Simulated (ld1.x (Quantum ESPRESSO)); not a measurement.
## krypton: one change to a TM potential, before and after

krypton, norm-conserving Troullier–Martins (Kleinman–Bylander form), made with ld1.x (Quantum ESPRESSO) 7.5 (PW91, scalar-relativistic). Core [Ar] 3d10, reference 4s2 4p3 (charge +3). Waves: 4s (bound): rc 1.40 bohr; 4p (bound): rc 1.55 bohr. Local part: all-electron potential smoothed inside 1.40 bohr (lloc = -2). Core correction: none.

All-electron outer shells of the reference configuration (PW91, scalar-relativistic, ld1.x):

| shell | level (eV) | outermost node (bohr) | outermost maximum (bohr) |
| --- | --- | --- | --- |
| 4s | -59.21 | 0.64 | 1.31 |
| 4p | -43.42 | 0.67 | 1.44 |

Change: functional LDA (PZ).

Cutoffs: the cutoffs (Ry, on a coarse ladder) from which the occupation-weighted sum of valence levels, in a spherical-Bessel basis at the reference potential, stays within 10 and 1 mRy of its value at 400 Ry; they do not see the model core or the augmentation charge, which bear on the density cutoff. Errors are all-electron minus pseudo energies relative to the spin-unpolarised reference configuration.

Problem. How do hardness, ghosts and transferability respond?

Solution. The potential gets neither clearly harder nor softer (55 Ry and 90 Ry → 55 Ry and 90 Ry); the number of tests with a reliable result goes from 6 to 8; of the 6 tests that both files solve, the error grows in 6 and shrinks in 0 by more than 15 % and 0.3 meV (median size 32.2 → 64.9 meV); neither file shows a bound ghost.

```csv
quantity,base,changed
"cutoff, loose",55 Ry,55 Ry
"cutoff, tight",90 Ry,90 Ry
bound ghosts,none,none
"error for 4s2 4p6, meV [ΔE -76.75 → -77.05 eV]",+62,+119
"error for 4s2 4p5, meV [ΔE -62.40 → -62.61 eV]",+39,+74
"error for 4s2 4p4, meV [ΔE -37.16 → -37.27 eV]",+15,+28
"error for 4s2 4p2, meV [ΔE 49.92 → 50.07 eV]",+4.7,+24
"error for 4s1 4p6, meV [ΔE -47.87 → -48.07 eV]",+25,+55
"error for 4s2 4p5.5, meV [ΔE -70.86 → -71.12 eV]",+51,+98
s: phases at 1.71 bohr within 0.05 rad from the reference energy up to (Ry; the scan ends near 5),1.0,1.0
p: phases at 1.71 bohr within 0.05 rad from the reference energy up to (Ry; the scan ends near 5),3.1,3.0
```
